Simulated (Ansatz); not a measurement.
Stepwise reaction of `[I][Ga]([I])[I]` with hydrogen, as a gas-phase model of exchange steps in deposition or etching. ΔE in kJ/mol; ΔG adds harmonic PBE0-D4 terms to CCSD(T)/CBS, at 1 bar.

Program: Ansatz. Geometries: PBE0-D4/def2-TZVP. ΔE: electronic, gas phase. CBS: MP2 limit from def2 TZ/QZ plus the TZ coupled-cluster correction, frozen cores. This one scheme is used for every species. DFT in def2-TZVPP. B3LYP here is the variant with VWN-RPA as its local correlation; programs differ in this. Elements past krypton have def2 core potentials. For Ga, I outer-core shells are correlated without core-valence functions, which leaves a few kJ/mol of doubt a bond. Scalar relativity is left out up to krypton.

```csv
step,reaction,PBE-D4,B3LYP-D4,ωB97M-V,CCSD(T)/CBS,ΔG(500 K)
1,`[I][Ga]([I])[I]` + H₂ → `[I][GaH][I]` + HI,110.0,111.2,103.8,113.0,97.6
3,`[GaH2][I]` + H₂ → `[GaH3]` + HI,126.2,124.2,121.5,129.5,123.4
```

Q: Give the row of step 2, `[I][GaH][I]` + H₂ → `[GaH2][I]` + HI. (Estimate.)

A: Ansatz gave: 
```csv
step,reaction,PBE-D4,B3LYP-D4,ωB97M-V,CCSD(T)/CBS,ΔG(500 K)
2,`[I][GaH][I]` + H₂ → `[GaH2][I]` + HI,116.9,116.2,111.0,120.3,109.7
```

Q: By hand: ΔE of the 3 steps together at CCSD(T)/CBS.

A: (113.0) + (120.3) + (129.5) = 362.8 kJ/mol, or 120.9 kJ/mol a step.

In ΔE each step is higher than the one before. All are uphill at CCSD(T)/CBS. ΔG lies between 97.6 and 123.4 kJ/mol a step. PBE-D4 differs from CCSD(T)/CBS by -3.4 to -3.0 kJ/mol a step. Isolated molecules leave out the surface, adducts and barriers. Largest T1 diagnostic: 0.013.
